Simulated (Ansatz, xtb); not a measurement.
## C6H9NO: 5 structures ranked

5 gas-phase structures of C6H9NO, from a drawn sample of its isomers (lower ones may exist). Each was relaxed with GFN2-xTB; where two conformers were screened, the lower at r2SCAN-D4/def2-SVP is listed:

A. `C[C@@H]1CC(C=O)=CN1`, a singlet
B. `C[C@@H]1C[C@@H](C=O)C=N1`, a singlet
C. `C[C@@H]1C/C(=C\O)C=N1`, a singlet
D. `C[C@@H]1C/C(=C/O)C=N1`, a singlet
E. `C[C@@H]1C[C@H](C=O)C=N1`, a singlet

Problem. Make a reasoned guess at their ranking by r2SCAN-D4/def2-SVP single-point energy.

Solution. Calculated order at r2SCAN-D4/def2-SVP: A (0.0), E (9.8), B (10.0), C (10.4), D (13.0) kcal/mol. Less than 1 kcal/mol parts E and B; B and C, so the order within those pairs means little.

Energies above the lowest of each column, in kcal/mol; the last columns are at B3LYP/def2-SVP geometries:

```tsv
structure	GFN2-xTB	HF/STO-3G	r2SCAN-D4/def2-SVP	B3LYP/def2-SVP	CCSD(T)/def2-SVP + ΔMP2/def2-TZVPP
A	0.0	11.2	0.0	0.0	0.0
E	5.4	0.2	9.8	7.6	2.5
B	5.7	0.0	10.0	7.8	2.4
C	3.4	9.6	10.4	9.9	5.1
D	4.2	10.8	13.0	12.0	7.8
```

CCSD(T)/def2-SVP + ΔMP2/def2-TZVPP puts A lowest; HF/STO-3G picks B. CCSD(T)/def2-SVP + ΔMP2/def2-TZVPP orders those it was run on as A (0.0), B (2.4), E (2.5), C (5.1), D (7.8) kcal/mol. Less than 1 kcal/mol parts B and E, so the order within that pair means little. Flexible structures stand in one conformer each, not always the lowest. Frequencies (GFN2-xTB) were run for A, B, C, D alone. The ΔMP2 step shifts differences by up to 3.6 kcal/mol, which makes them less sure. ΔMP2 is the change of the MP2 energy from the smaller to the larger basis.

Over these structures GFN2-xTB departs from r2SCAN-D4/def2-SVP by 2.4 kcal/mol on average once a common shift is removed. A GFN2-xTB relaxation took about 0.12 s and the r2SCAN-D4/def2-SVP energy about 4.5 s on a shared host (Ansatz 0.2.0, xtb 6.7.1).
